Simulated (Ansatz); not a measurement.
Species: MgF2, charge 0, singlet. MgF2 (SMILES [F][Mg][F]).
B3LYP-D3(BJ)/def2-TZVP minimum from Ansatz (a quantum-chemistry and plane-wave program):
```xyz
3

Mg     0.0000     0.0000     0.0000
F      0.0000     0.0000     1.7511
F      0.0000     0.0000    -1.7511
```

Total energies in def2-TZVPP, 16 correlated electrons, 7 frozen orbitals. Open shells are spin-unrestricted; no spin-orbit coupling. Cores are frozen in correlated methods. No relativity.

| method | program | energy (Eh) | minus CCSDT(Q) (mEh) |
|---|---|---|---|
| HF | Ansatz | -398.70656 | 560.23 |
| MP2 | Ansatz | -399.25565 | 11.13 |
| CCSD | Ansatz | -399.25179 | 15.00 |
| CCSD(T) | Ansatz | -399.26601 | 0.77 |
| CCSDT(Q) | Ansatz | -399.26678 | 0.00 |

Rough core times of Ansatz's runs on a shared machine: CCSD(T) under 20 s, CCSDT(Q) 10 min.
